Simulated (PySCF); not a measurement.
Compound: C8H11NS.
Bonds: C1–C2 (aromatic), C2–C3 (aromatic), C3–N4, N4–C5, C5–C6, C6–C7, C7–C8, C3–C9 (aromatic), C9–S10 (aromatic), C1–S10 (aromatic), N4–C8. Hydrogens: H11 on C1; H12 on C2; H13, H14 on C5; H15, H16 on C6; H17, H18 on C7; H19, H20 on C8; H21 on C9.

Structure optimised with GFN2-xTB, isolated species.

(1) Give the optimised bond lengths and angles.

Answers

(1) 
```
                   bond  length (Å)     order
                  C1–C2       1.354  aromatic
                  C2–C3       1.428  aromatic
                  C3–N4       1.371    single
           N4–C5, N4–C8       1.450    single
           C5–C6, C7–C8       1.527    single
                  C6–C7       1.527    single
                  C3–C9       1.369  aromatic
                 C9–S10       1.726  aromatic
                 C1–S10       1.717  aromatic
                 C1–H11       1.072    single
                 C2–H12       1.075    single
C5–H13 and 3 like bonds       1.097    single
C6–H15 and 3 like bonds       1.089    single
                 C9–H21       1.070    single
```

Bonds in one row agree within 0.01 Å and their mean is given. Orders are formal, as drawn. A selection of angles:
```
     angle  degrees
 C2–C1–S10    112.4
 C2–C1–H11    128.2
S10–C1–H11    119.4
  C1–C2–C3    112.9
 C1–C2–H12    123.4
 C3–C2–H12    123.7
  C2–C3–N4    123.3
  C2–C3–C9    111.5
  N4–C3–C9    125.1
  C3–N4–C5    121.8
  C5–N4–C8    111.4
  N4–C5–C6    104.7
 N4–C5–H13    111.6
 N4–C5–H14    109.6
 C6–C5–H13    111.8
H13–C5–H14    108.3
  C5–C6–C7    102.9
 C5–C6–H15    112.4
 C5–C6–H16    110.0
 C7–C6–H15    112.9
 C7–C6–H16    109.8
H15–C6–H16    108.7
  C6–C7–C8    102.2
 C8–C7–H18    112.5
 C7–C8–H19    112.8
  N4–C8–C7    103.5
 C3–C9–S10    112.3
 C3–C9–H21    129.0
S10–C9–H21    118.7
 C1–S10–C9     91.0
```

Dihedral angles: C2–C3–N4–C5 26° (synperiplanar); C3–N4–C5–C6 149° (anticlinal); N4–C5–C6–C7 26° (synperiplanar); C5–C6–C7–C8 -38° (synclinal); C6–C7–C8–N4 36° (synclinal); C3–N4–C8–C7 -173° (antiperiplanar). The mirror-image conformer, all signs reversed, is as good.

The 5-membered ring N4–C5–C6–C7–C8 has internal angles of 102.2° to 111.4°; it is puckered, 0.17 Å rms from its mean plane, widest ring torsion 38°. Of the pairs four or more bonds apart, C2···H13 is among the closest relative to their van der Waals radii: 2.75 Å, 95 % of the sum of Bondi's values. The C–N distances run from 1.371 Å (C3–N4, drawn single) to 1.453 Å (N4–C5, drawn single), a spread of 0.082 Å. The 6 C–C bonds span 1.354 Å (C1–C2, aromatic) to 1.530 Å (C5–C6, drawn single), a spread of 0.176 Å. The 5-membered ring C1–C2–C3–C9–S10 has internal angles of 91.0° to 112.9° (sum 540°, against 540° for a flat polygon); it is planar, 0.00 Å rms from its mean plane, widest ring torsion 1°. N4 (aniline-type nitrogen) has angles 121.8°, 120.7° and 111.4°, sum 353.8°, 0.20 Å off the plane of its three neighbours.

Point group: C1 (no symmetry element, even within 0.4 Å). Stationary, but not proved a minimum. One conformer, not necessarily the lowest.

The numbers are calculated, not measured.
